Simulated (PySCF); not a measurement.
# Structure elucidation problem

The spectra below were simulated for a compound C5H12S2Si.

¹H NMR (500 MHz, computed): δ 4.55 (s, 3H), 4.32 (m, 1H), 3.67 (m, 1H), 2.42 (m, 1H), 2.18 (m, 1H), 2.04 (m, 1H), 2.02 (m, 1H), 1.94 (m, 1H), 1.59 (m, 1H), 1.34 (m, 1H).

¹³C{¹H} NMR (computed): δ 59.3 (CH), 38.7 (CH2), 31.8 (CH2), 31.4 (CH2), 21.9 (CH2).

[PySCF 2.14.0 with density-fitted response routines: shielding tensors at KT2/pcSseg-1 (GIAO); PBE0-D3(BJ)/def2-SVP structure; one computed conformer; fast rotation and ring inversion assumed for equivalent nuclei; non-relativistic Hamiltonian; in vacuum]

Shifts are taken against calculated references (same method and geometry level): ¹H (σref 31.18), ¹³C (σref 183.22) against TMS.

Q: Propose a structure and justify it.

A: 
- The formula gives 1 degree of unsaturation.
- 5 carbon signals for 5 carbons: no two carbons are equivalent.
- Carbon types of the structure: 1 × CH, 4 × CH2, leaving 3 H on heteroatoms.
- δC 59.3: sp3 CH bonded to 2 S.
- δC 38.7, 31.4, 21.9: sp3 CH2 in a ring; a saturated carbon with 2 carbon neighbours and no heteroatom attached.
- δC 31.8: sp3 CH2 bonded to S.
- δH 4.55: hydrogen on a silicon bonded to S.
- δH 4.32: hydrogen on an sp3 CH bonded to 2 S.
- δH 3.67, 2.18: hydrogen on an sp3 CH2 bonded to S.
- δH 2.42, 2.04, 2.02, 1.94, 1.59, 1.34: hydrogen on an sp3 CH2 in a ring.

These data were computed for `[SiH3]S[C@H]1CCCCS1`.

This is the structure that produced the data.

Shifts are as computed. Against solution values, carbons near 30 ppm lie about +2 ppm off and those near 130 ppm about -5 ppm. Of 1309 compounds with measured shifts, 239 miss one by over three times the rms of a fit or turn the order of signals round; such compounds aren't used in these exercises. Multiplicities follow the n + 1 count of equivalent neighbours, as no J values were calculated; m marks all less simple cases, F and P coupling included.
